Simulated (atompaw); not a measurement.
Be (Z = 4) PAW (atompaw): all-electron and pseudo phase curves

| Quantity | Value |
| --- | --- |
| Element | Be |
| Generator | atompaw 4.2.0.5 |
| Type | PAW |
| Functional | PBE |
| Relativity | scalar-relativistic |
| Frozen core | [He] |
| Valence charge | 2 |
| Reference configuration | 2s2 2p0 |
| Partial waves | 2s (bound): rc 3.00 bohr; 2s channel at 1.45 Ry: rc 2.40 bohr; 2p (bound, empty): rc 3.00 bohr; 2p channel at 0.25 Ry: rc 3.00 bohr |
| Local potential | vpsmatchnc scheme with l = 2 at 1 Ry, radius 2.25 bohr |
| Core correction | smooth core density matched at 2.35 bohr |
| Augmentation charge | sinc compensation charge, radius 2.55 bohr; PAW radius 3.00 bohr; waves and projectors: custom rrkj vanderbiltortho |

The phase is arctan(r·u′/u) with u = r·R(r), unwrapped; energies in Ry, scanned from -2 to 5 Ry. A pole is an energy at which the radial function vanishes at the test radius. The pseudo phase is shifted by a multiple of π to meet the all-electron one at the reference energy, and phase errors are pseudo minus all-electron; the curves can meet again beyond the range given. Levels narrower than the energy grid can be missing from the lists of poles.

**Question.** For each channel, where are the poles, and over which energies does the pseudopotential scatter like the atom?

**Answer.**

```tsv
channel	radius (bohr)	reference energy (Ry)	poles, all-electron	poles, pseudo	unbroken range about the reference energy with phases within 0.05 rad	phase error 1 Ry above the reference energy (rad)
s	3.01	-0.41	0.21, 4.60	0.21, 4.12	below 4.2	-0.001
p	3.01	-0.15	0.48, 4.02	0.48, 3.16	below 1.5	-0.001
```

Phases in the s channel:

```csv
E (Ry),all-electron,pseudo
-2.00,1.288,1.288
-1.76,1.258,1.257
-1.52,1.216,1.215
-1.28,1.150,1.149
-1.04,1.031,1.030
-0.80,0.756,0.754
-0.56,-0.093,-0.093
-0.32,-1.073,-1.073
-0.08,-1.406,-1.407
0.16,-1.549,-1.550
0.40,-1.635,-1.636
0.64,-1.703,-1.703
0.88,-1.767,-1.767
1.12,-1.839,-1.840
1.36,-1.937,-1.937
1.60,-2.093,-2.094
1.84,-2.398,-2.402
2.08,-3.041,-3.065
2.32,-3.796,-3.832
2.56,-4.188,-4.218
2.80,-4.374,-4.401
3.04,-4.478,-4.504
3.28,-4.545,-4.572
3.52,-4.592,-4.622
3.76,-4.628,-4.661
4.00,-4.657,-4.696
4.24,-4.681,-4.729
4.48,-4.702,-4.764
4.72,-4.722,-4.806
4.96,-4.741,-4.862
```
